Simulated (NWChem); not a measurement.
System: ZnH$_{2}$; SMILES [ZnH2]

Output (shortened):

```
             Northwest Computational Chemistry Package (NWChem) 7.3.0
             --------------------------------------------------------

 ORDER OF PRIMARY AXIS IS BEING SET TO 4
 D4H symmetry detected

                             Geometry "geometry" -> ""
                             -------------------------

 Output coordinates in angstroms (scale by  1.889725989 to convert to a.u.)

  No.       Tag          Charge          X              Y              Z
 ---- ---------------- ---------- -------------- -------------- --------------
    1 Zn                  30.0000     0.00000000     0.00000000     0.00000000
    2 H                    1.0000     0.00000000     0.00000000    -1.54112300
    3 H                    1.0000     0.00000000     0.00000000     1.54112300

 Effective nuclear repulsion energy (a.u.)      20.7739574093

      Symmetry information
      --------------------

 Group name             D4h
 Group number             28
 Group order              16
 No. of unique centers     2

  xc_inp: hfexch multiplicative factor not found.

                                 NWChem DFT Module
                                 -----------------

 Summary of "ao basis" -> "ao basis" (spherical)
 ------------------------------------------------------------------------------
       Tag                 Description            Shells   Functions and Types
 ---------------- ------------------------------  ------  ---------------------
 Zn                       aug-cc-pvtz               25       93   8s7p5d3f2g
 H                        aug-cc-pvtz                9       23   4s3p2d

      Symmetry analysis of basis
      --------------------------

        a1g        26
        a1u         0
        a2g         2
        a2u        19
        b1g         9
        b1u         5
        b2g         9
        b2u         5
        eg         28
        eu         36

            General Information
            -------------------
          SCF calculation type: DFT
          Wavefunction type:  closed shell.
          No. of atoms     :     3
          No. of electrons :    32
           Alpha electrons :    16
            Beta electrons :    16
          Charge           :     0
          Spin multiplicity:     1
          Use of symmetry is: on ; symmetry adaption is: on
          Maximum number of iterations: 150
          AO basis - number of functions:   139
                     number of shells:    43
          Convergence on energy requested:  1.00D-06
          Convergence on density requested:  1.00D-05
          Convergence on gradient requested:  5.00D-04

              XC Information
              --------------
                     Hartree-Fock (Exact) Exchange  1.000

      Superposition of Atomic Density Guess
      -------------------------------------

 Sum of atomic energies:       -1778.84635460

      Non-variational initial energy
      ------------------------------

 Total energy =   -1778.960183
 1-e energy   =   -2526.254096
 2-e energy   =     726.519956
 HOMO         =      -0.310863
 LUMO         =       0.022298

      Symmetry analysis of molecular orbitals - initial
      -------------------------------------------------

 !! scf_movecs_sym_adapt:   32 vectors were symmetry contaminated

  Symmetry fudging

 !! scf_movecs_sym_adapt:   30 vectors were symmetry contaminated

  Numbering of irreducible representations:

     1 a1g         2 a1u         3 a2g         4 a2u         5 b1g
     6 b1u         7 b2g         8 b2u         9 eg         10 eu

  Orbital symmetries:

     1 a1g         2 a1g         3 a2u         4 eu          5 eu
     6 a1g         7 a2u         8 eu          9 eu         10 a1g
    11 eg         12 eg         13 b1g        14 b2g        15 a1g
    16 a2u        17 eu         18 eu         19 a1g        20 a2u
    21 a1g        22 eu         23 eu         24 a2u        25 a1g
    26 a1g

     ---------------------------------------------
      Total Density - Mulliken Population Analysis
     ---------------------------------------------

    Atom       Charge   Shell Charges
 -----------   ------   -------------------------------------------------------
    1 Zn  30    29.56   2.00  2.00  1.99  1.05  0.00  0.01  0.19  0.00  6.00  6.00 -0.05  0.35  0.01  0.04 -0.01  9.56 -0.00 -0.00  0.41  0.01  0.00  0.00  0.00 -0.00  0.00
    2 H    1     1.22   0.22  0.59  0.39  0.01  0.00  0.01 -0.00  0.00  0.00
    3 H    1     1.22   0.22  0.59  0.39  0.01  0.00  0.01 -0.00  0.00  0.00

 !! scf_movecs_sym_adapt:   32 vectors were symmetry contaminated

  Symmetry fudging

 !! scf_movecs_sym_adapt:   32 vectors were symmetry contaminated

   convergence    iter        energy       DeltaE   RMS-Dens  Diis-err
 ---------------- ----- ----------------- --------- --------- ---------
 d= 0,ls=0.0,diis     1  -1778.9565163887 -1.80D+03  1.80D-03  7.16D-02

 !! scf_movecs_sym_adapt:   24 vectors were symmetry contaminated

  Symmetry fudging

 !! scf_movecs_sym_adapt:   12 vectors were symmetry contaminated

 d= 0,ls=0.0,diis     2  -1778.9681292837 -1.16D-02  7.43D-04  4.75D-02

 !! scf_movecs_sym_adapt:   18 vectors were symmetry contaminated

  Symmetry fudging

 !! scf_movecs_sym_adapt:   12 vectors were symmetry contaminated

 d= 0,ls=0.0,diis     3  -1778.9700688210 -1.94D-03  4.55D-04  4.17D-03

 !! scf_movecs_sym_adapt:   12 vectors were symmetry contaminated

  Symmetry fudging

 !! scf_movecs_sym_adapt:    4 vectors were symmetry contaminated

 d= 0,ls=0.0,diis     4  -1778.9705908714 -5.22D-04  4.82D-05  1.26D-04

 !! scf_movecs_sym_adapt:    6 vectors were symmetry contaminated

  Symmetry fudging

 !! scf_movecs_sym_adapt:    6 vectors were symmetry contaminated

 d= 0,ls=0.0,diis     5  -1778.9706015061 -1.06D-05  2.15D-05  3.52D-06

 !! scf_movecs_sym_adapt:    4 vectors were symmetry contaminated

  Symmetry fudging

 !! scf_movecs_sym_adapt:    4 vectors were symmetry contaminated

 d= 0,ls=0.0,diis     6  -1778.9706019514 -4.45D-07  4.63D-06  7.17D-08

         Total DFT energy =    -1778.970601951433
      One electron energy =    -2525.979360918318
           Coulomb energy =      796.590008652329
    Exchange-Corr. energy =      -70.355207094737
 Nuclear repulsion energy =       20.773957409293

 Numeric. integr. density =        0.000000000000

                  Occupations of the irreducible representations
                  ----------------------------------------------

                     irrep           alpha         beta
                     --------     --------     --------
                     a1g               5.0          5.0
                     a1u               0.0          0.0
                     a2g               0.0          0.0
                     a2u               3.0          3.0
                     b1g               1.0          1.0
                     b1u               0.0          0.0
                     b2g               1.0          1.0
                     b2u               0.0          0.0
                     eg                2.0          2.0
                     eu                4.0          4.0

                       DFT Final Molecular Orbital Analysis
                       ------------------------------------

 Vector   14  Occ=2.000000D+00  E=-8.063610D-01  Symmetry=eg
              MO Center= -3.6D-16,  3.0D-16,  2.4D-16, r^2= 2.8D-01
   Bfn.  Coefficient  Atom+Function         Bfn.  Coefficient  Atom+Function
  ----- ------------  ---------------      ----- ------------  ---------------
    31      0.902796  1 Zn d -1              33      0.333604  1 Zn d  1
    46      0.097613  1 Zn d -1              48      0.036070  1 Zn d  1

 Vector   15  Occ=2.000000D+00  E=-4.645710D-01  Symmetry=a1g
              MO Center= -3.7D-18,  1.0D-17, -9.0D-17, r^2= 2.5D+00
   Bfn.  Coefficient  Atom+Function         Bfn.  Coefficient  Atom+Function
  ----- ------------  ---------------      ----- ------------  ---------------
     4      0.553370  1 Zn s                 32      0.202191  1 Zn d  0
    95     -0.193387  2 H  s                118     -0.193387  3 H  s
    94     -0.105437  2 H  s                117     -0.105437  3 H  s
    96     -0.073440  2 H  s                119     -0.073440  3 H  s
     7     -0.068858  1 Zn s                 52     -0.049152  1 Zn d  0

 Vector   16  Occ=2.000000D+00  E=-3.999767D-01  Symmetry=a2u
              MO Center=  7.9D-16,  2.0D-16, -6.8D-16, r^2= 3.0D+00
   Bfn.  Coefficient  Atom+Function         Bfn.  Coefficient  Atom+Function
  ----- ------------  ---------------      ----- ------------  ---------------
    95      0.247014  2 H  s                118     -0.247014  3 H  s
    96      0.213416  2 H  s                119     -0.213416  3 H  s
    20     -0.180098  1 Zn pz                94      0.134115  2 H  s
   117     -0.134115  3 H  s                 17     -0.103523  1 Zn pz
    14      0.082300  1 Zn pz                26     -0.046822  1 Zn pz

 Vector   17  Occ=0.000000D+00  E= 2.559616D-02  Symmetry=eu
              MO Center= -1.3D-19,  2.8D-19,  1.8D-16, r^2= 2.1D+01
   Bfn.  Coefficient  Atom+Function         Bfn.  Coefficient  Atom+Function
  ----- ------------  ---------------      ----- ------------  ---------------
    28      0.896697  1 Zn py                16      0.431761  1 Zn py
    27     -0.433528  1 Zn px                19     -0.270910  1 Zn py
    15     -0.208744  1 Zn px                18      0.130977  1 Zn px
    25     -0.077546  1 Zn py                24      0.037492  1 Zn px

 Vector   18  Occ=0.000000D+00  E= 2.559616D-02  Symmetry=eu
              MO Center= -1.6D-11, -7.7D-12,  3.4D-15, r^2= 2.1D+01
   Bfn.  Coefficient  Atom+Function         Bfn.  Coefficient  Atom+Function
  ----- ------------  ---------------      ----- ------------  ---------------
    27      0.896697  1 Zn px                15      0.431761  1 Zn px
    28      0.433528  1 Zn py                18     -0.270910  1 Zn px
    16      0.208744  1 Zn py                19     -0.130977  1 Zn py
    24     -0.077546  1 Zn px                25     -0.037492  1 Zn py

 Vector   19  Occ=0.000000D+00  E= 2.618877D-02  Symmetry=a1g
              MO Center=  1.6D-11,  7.8D-12, -4.9D-13, r^2= 2.7D+01
   Bfn.  Coefficient  Atom+Function         Bfn.  Coefficient  Atom+Function
  ----- ------------  ---------------      ----- ------------  ---------------
     8      3.476726  1 Zn s                 97     -1.236898  2 H  s
   120     -1.236898  3 H  s                  7     -0.977453  1 Zn s
    96      0.376916  2 H  s                119      0.376916  3 H  s
    52     -0.239633  1 Zn d  0               4      0.089926  1 Zn s
    95     -0.058850  2 H  s                118     -0.058850  3 H  s

     ---------------------------------------------
      Total Density - Mulliken Population Analysis
     ---------------------------------------------

    Atom       Charge   Shell Charges
 -----------   ------   -------------------------------------------------------
    1 Zn  30    29.69   2.00  2.00  1.99  0.99  0.01  0.01  0.10 -0.00  6.00  6.00  0.19  0.31  0.01  0.07 -0.00  9.55  0.00 -0.00  0.42  0.04  0.00  0.00  0.00 -0.00  0.00
    2 H    1     1.16   0.22  0.58  0.35  0.01  0.00  0.01 -0.01  0.00 -0.00
    3 H    1     1.16   0.22  0.58  0.35  0.01  0.00  0.01 -0.01  0.00 -0.00

     -------------------------------------------
      Total Density - Lowdin Population Analysis
     -------------------------------------------

    Atom       Charge   Shell Charges
 -----------   ------   -------------------------------------------------------
    1 Zn  30    29.12   2.00  1.98  1.64  0.48  0.03  0.07  0.19  0.04  6.00  5.77  0.39  0.36  0.01  0.18  0.02  8.32  0.31  0.56  0.67  0.08  0.00  0.00  0.02  0.00  0.00
    2 H    1     1.44   0.22  0.44  0.36  0.08  0.00  0.06  0.11  0.01  0.15
    3 H    1     1.44   0.22  0.44  0.36  0.08  0.00  0.06  0.11  0.01  0.15

     Multipole analysis of the density
     ---------------------------------

     L   x y z        total         alpha         beta         nuclear
     -   - - -        -----         -----         ----         -------
     0   0 0 0     -0.000000    -16.000000    -16.000000     32.000000

     1   1 0 0     -0.000000     -0.000000     -0.000000      0.000000
     1   0 1 0      0.000000      0.000000      0.000000      0.000000
     1   0 0 1     -0.000000     -0.000000     -0.000000      0.000000

     2   2 0 0    -10.904393     -5.452196     -5.452196      0.000000
     2   1 1 0     -0.000000     -0.000000     -0.000000      0.000000
     2   1 0 1      0.000000      0.000000      0.000000      0.000000
     2   0 2 0    -10.904393     -5.452196     -5.452196      0.000000
     2   0 1 1     -0.000000     -0.000000     -0.000000      0.000000
     2   0 0 2    -17.167776    -17.065381    -17.065381     16.962985

            General Information
            -------------------
          SCF calculation type: DFT
          Wavefunction type:  closed shell.
          No. of atoms     :     3
          No. of electrons :    32
           Alpha electrons :    16
            Beta electrons :    16
          Charge           :     0
          Spin multiplicity:     1
          Use of symmetry is: on ; symmetry adaption is: on
          Maximum number of iterations: 150
          AO basis - number of functions:   139
                     number of shells:    43
          Convergence on energy requested:  1.00D-06
          Convergence on density requested:  1.00D-05
          Convergence on gradient requested:  5.00D-04

              XC Information
              --------------
                     Hartree-Fock (Exact) Exchange  1.000

          Convergence Information
          -----------------------
          Convergence aids based upon iterative change in
          total energy or number of iterations.
          Levelshifting, if invoked, occurs when the
          HOMO/LUMO gap drops below (HL_TOL):  1.00D-02
          DIIS, if invoked, will attempt to extrapolate
          using up to (NFOCK): 10 stored Fock matrices.

                    Damping( 0%)  Levelshifting(0.5)       DIIS
                  --------------- ------------------- ---------------
          dE  on:    start            ASAP                start
          dE off:    2 iters        150 iters           150 iters

                            NWChem DFT Gradient Module
                            --------------------------

  charge          =   0.00
  wavefunction    = closed shell

  Using symmetry

                         DFT ENERGY GRADIENTS

    atom               coordinates                        gradient
                 x          y          z           x          y          z
   1 Zn      0.000000   0.000000   0.000000    0.000000   0.000000   0.000000
   2 H       0.000000   0.000000  -2.912300    0.000000   0.000000   0.009277
   3 H       0.000000   0.000000   2.912300    0.000000   0.000000  -0.009277
```

Level: Hartree-Fock/aug-cc-pVTZ. Structure relaxed at the B3LYP/6-31G* (spherical d) level.

**Question.** Reconstruct the input file.

**Answer.** This is not unique; one that fits is the input that was run:
```
start job
memory heap 200 mb stack 900 mb global 1100 mb
geometry units angstroms noautoz
  Zn     0.000000     0.000000     0.000000
  H      0.000000     0.000000    -1.541123
  H      0.000000     0.000000     1.541123
end
basis spherical
  Zn library aug-cc-pvtz
  H library aug-cc-pvtz
end
dft
  xc hfexch
  iterations 150
  mulliken
end
task dft gradient
```
